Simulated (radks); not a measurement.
Ga+, 30 electrons, occupied as [Ar] 3d10 4p2 (not the ground configuration). Method: scalar-relativistic Kohn-Sham, PBE, spin-polarised, spherical densities, point nucleus; open shells are filled with parallel spins first; computed with a radial shooting solver on a logarithmic mesh with Libxc functionals. Some entries of the table are withheld. Estimate them.

orbital,occ.,eigenvalue (eV),<1/r> (bohr^-1)
1s up,1,-10241.79,31.30
1s down,1,-10241.73,31.30
2s up,1,-1273.877,6.846
2s down,1,-1273.874,6.846
2p up,3,-1110.418,6.714
2p down,3,-1110.380,6.714
3s up,1,(1),2.184
3s down,1,(2),2.184
3p up,3,-110.6364,2.029
3p down,3,-110.5413,2.031
3d up,5,-30.8711,(3)
3d down,5,-30.6265,(4)
4p up,2,(5),0.4762
4p down,0,(6),0.4860

Answer. 
(1) 3s up eigenvalue (eV): -159.8939
(2) 3s down eigenvalue (eV): -159.8241
(3) 3d up <1/r> (bohr^-1): 1.653
(4) 3d down <1/r> (bohr^-1): 1.664
(5) 4p up eigenvalue (eV): -11.4482
(6) 4p down eigenvalue (eV): -9.3183
